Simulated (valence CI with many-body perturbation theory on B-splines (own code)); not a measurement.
# Sn35+: calculated level list

Computed by valence CI with perturbative core correlation (CI+MBPT): five valence electrons over a frozen Dirac-Fock core [Ne], a basis of 11 s, 11 p, 10 d, 8 f, 5 g, 2 h functions for each j, with the one-electron correlation potential Σ1, the two-electron term Σ2, the three-electron term Σ3, Breit, model QED; selected CI, second order for the rest, scaled by the run's own slope (own B-spline code, finite nucleus).

The last digits are not significant, and no measured levels were compared; by estimate large intervals hold to a few tenths of a per cent, small ones and those within an open d or f shell to about a per cent. Among the levels kept, up to 4300 cm⁻¹ of a level comes from second order outside the variational space, and about a tenth of that is noise between levels of different J, which matters for small intervals.

Levels 91 to 135 of 167, with energies above the lowest level, (3s^2 3p1/2^2 3p3/2) J=3/2. "Leading %" is the weight of the configuration and term that name the level; weights of strongly mixed levels are sums over their largest components and can fall short, so below about 35 % the name and the second component can differ from the true leading terms, or belong to a minority configuration. In the jj column 3d3/2^4 stands for four electrons in 3d with j = 3/2. Lifetimes count E1, E2, E3, M1 and M2 decay at the calculated energies, and are blank where another channel may lead or the interval is too uncertain; long ones can be off by a factor of two.

```
No.  Configuration  Term     J  E (× 10³ cm⁻¹)  Leading %  Lifetime                     Leading jj
 91        3s3p³3d   ²D°   3/2          2960.2         19   3.37 ps  3s 3p1/2 3p3/2^2 3d5/2 (52 %)
 92        3s3p³3d   ²D°   5/2          2963.2         20   4.54 ps  3s 3p1/2 3p3/2^2 3d5/2 (45 %)
 93        3s3p³3d   ⁴D°   3/2          2972.7         17   2.87 ps  3s 3p1/2 3p3/2^2 3d3/2 (33 %)
 94       3s²3p3d²   ⁴G°   9/2          2981.3         49   7.06 ps      3s^2 3p1/2 3d5/2^2 (37 %)
 95        3s3p³3d   ²P°   1/2          2986.5         24   1.83 ps  3s 3p1/2 3p3/2^2 3d3/2 (65 %)
 96        3s3p³3d   ²F°   5/2          2989.2         24   2.75 ps  3s 3p1/2 3p3/2^2 3d5/2 (34 %)
 97       3s²3p3d²   ⁴D°   7/2          3014.9         20   3.18 ps      3s^2 3p1/2 3d5/2^2 (32 %)
 98        3s3p³3d   ⁴F°   7/2          3037.7         24   4.02 ps  3s 3p1/2 3p3/2^2 3d5/2 (59 %)
 99       3s²3p3d²   ⁴D°   3/2          3039.6         19   3.04 ps  3s 3p1/2 3p3/2^2 3d5/2 (37 %)
100       3s²3p3d²   ⁴F°   5/2          3042.4         22   2.62 ps  3s 3p1/2 3p3/2^2 3d5/2 (31 %)
101        3s3p³3d   ⁴D°   1/2          3044.5         42   2.21 ps  3s 3p1/2 3p3/2^2 3d3/2 (66 %)
102       3s²3p3d²   ²H°   9/2          3049.9         51   6.97 ps  3s 3p1/2 3p3/2^2 3d5/2 (33 %)
103       3s²3p3d²   ⁴P°   3/2          3055.8         29   2.53 ps  3s 3p1/2 3p3/2^2 3d3/2 (28 %)
104        3s3p³3d   ²F°   5/2          3056.0         22   2.67 ps  3s 3p1/2 3p3/2^2 3d3/2 (40 %)
105       3s²3p3d²   ⁴F°   3/2          3065.6          9   1.91 ps  3s 3p1/2 3p3/2^2 3d3/2 (40 %)
106        3s3p³3d   ⁴D°   7/2          3074.2         25   2.79 ps  3s 3p1/2 3p3/2^2 3d5/2 (51 %)
107        3s3p³3d   ²F°   5/2          3080.0         30   4.81 ps  3s 3p1/2 3p3/2^2 3d5/2 (52 %)
108        3s3p³3d   ⁴D°   1/2          3094.5         25   3.65 ps  3s 3p1/2 3p3/2^2 3d5/2 (40 %)
109        3s3p³3d   ²D°   3/2          3110.0         26   3.72 ps  3s 3p1/2 3p3/2^2 3d5/2 (53 %)
110       3s²3p3d²   ²F°   7/2          3126.1         23   2.82 ps  3s 3p1/2 3p3/2^2 3d5/2 (28 %)
111        3s3p³3d   ²D°   5/2          3137.6         22   2.94 ps  3s 3p1/2 3p3/2^2 3d5/2 (46 %)
112        3s3p³3d   ⁴P°   3/2          3151.3         12   2.51 ps  3s 3p1/2 3p3/2^2 3d5/2 (48 %)
113        3s3p³3d   ⁴P°   1/2          3179.5         20   2.14 ps        3s 3p3/2^3 3d3/2 (32 %)
114        3s3p³3d   ²F°   5/2          3186.2         29   2.28 ps  3s 3p1/2 3p3/2^2 3d5/2 (60 %)
115       3s²3p3d²   ²P°   1/2          3206.7         21   2.90 ps  3s^2 3p3/2 3d3/2 3d5/2 (29 %)
116        3s3p³3d   ²D°   3/2          3216.0         29   2.23 ps  3s 3p1/2 3p3/2^2 3d5/2 (36 %)
117        3s3p³3d   ⁴P°   5/2          3216.8         12   9.77 ps        3s 3p3/2^3 3d5/2 (34 %)
118        3s3p³3d   ²P°   3/2          3242.7         33   2.47 ps  3s^2 3p3/2 3d3/2 3d5/2 (32 %)
119       3s²3p3d²   ²F°   7/2          3248.7         26   3.55 ps  3s^2 3p3/2 3d3/2 3d5/2 (40 %)
120       3s²3p3d²   ⁴G°  11/2          3257.9         88   7.98 ps      3s^2 3p3/2 3d5/2^2 (51 %)
121       3s²3p3d²   ⁴F°   9/2          3269.4         35   3.78 ps        3s 3p3/2^3 3d5/2 (34 %)
122       3s²3p3d²   ²D°   5/2          3274.3         18   4.27 ps        3s 3p3/2^3 3d3/2 (31 %)
123       3s²3p3d²   ²P°   1/2          3283.1         34   2.19 ps      3s^2 3p3/2 3d3/2^2 (22 %)
124       3s²3p3d²   ⁴F°   7/2          3295.8         34   2.20 ps  3s^2 3p3/2 3d3/2 3d5/2 (51 %)
125       3s²3p3d²   ⁴D°   1/2          3303.0         42   1.48 ps      3s^2 3p3/2 3d3/2^2 (46 %)
126       3s²3p3d²   ²G°   9/2          3304.9         22   3.84 ps  3s^2 3p3/2 3d3/2 3d5/2 (56 %)
127       3s²3p3d²   ⁴F°   5/2          3307.1         29   1.50 ps      3s^2 3p3/2 3d3/2^2 (52 %)
128        3s3p³3d   ²F°   7/2          3311.2         28   4.56 ps        3s 3p3/2^3 3d5/2 (36 %)
129       3s²3p3d²   ⁴D°   3/2          3313.0         30   1.40 ps      3s^2 3p3/2 3d3/2^2 (60 %)
130       3s²3p3d²   ⁴P°   5/2          3331.7         33   2.36 ps  3s^2 3p3/2 3d3/2 3d5/2 (74 %)
131       3s²3p3d²   ²F°   7/2          3337.1         50   2.38 ps  3s^2 3p3/2 3d3/2 3d5/2 (35 %)
132       3s3p²3d²    ⁶G   3/2          3347.1         56   65.7 ps      3s 3p1/2^2 3d3/2^2 (77 %)
133       3s²3p3d²   ⁴S°   3/2          3381.8         21   1.28 ps      3s^2 3p3/2 3d3/2^2 (26 %)
134       3s3p²3d²    ⁶G   5/2          3382.2         37   61.1 ps      3s 3p1/2^2 3d3/2^2 (64 %)
135       3s²3p3d²   ²H°  11/2          3401.2         91   7.75 ps  3s^2 3p3/2 3d3/2 3d5/2 (54 %)
```

Where two levels of one J and parity lie close, their mixing, g and order are uncertain.
